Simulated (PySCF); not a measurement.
# How methods differ on the ionisation energy of V⁺

V⁺ [Ar] 3d4 (5D) → V²⁺ [Ar] 3d3 (4F), as a difference of total energies. Calculation: PySCF 2.14, in def2-QZVPPD (11s6p5d3f2g, 93 functions); the non-relativistic Hamiltonian (point nucleus). Correlated levels: valence: [Ar] frozen. The calculations carry no spin-orbit coupling.

```json
{"method": "UHF", "ionisation energy (eV)": "13.265", "difference from reference (eV)": "-1.369"}
{"method": "MP2 (valence)", "ionisation energy (eV)": "14.040", "difference from reference (eV)": "-0.594"}
{"method": "SCS-MP2 (valence)", "ionisation energy (eV)": "13.524", "difference from reference (eV)": "-1.110"}
{"method": "CCSD (valence)", "ionisation energy (eV)": "14.116", "difference from reference (eV)": "-0.518"}
{"method": "CCSD(T) (valence)", "ionisation energy (eV)": "14.139", "difference from reference (eV)": "-0.495"}
```

Reference: 14.634 ± 0.007 eV (measured; NIST Atomic Spectra Database, ionization energies).

These non-relativistic numbers lack the scalar-relativistic shift.

The reference lies between the lowest fine-structure levels, while these numbers refer to the centres of the terms.

Errors of the correlated levels include the incompleteness of this basis and the frozen core.
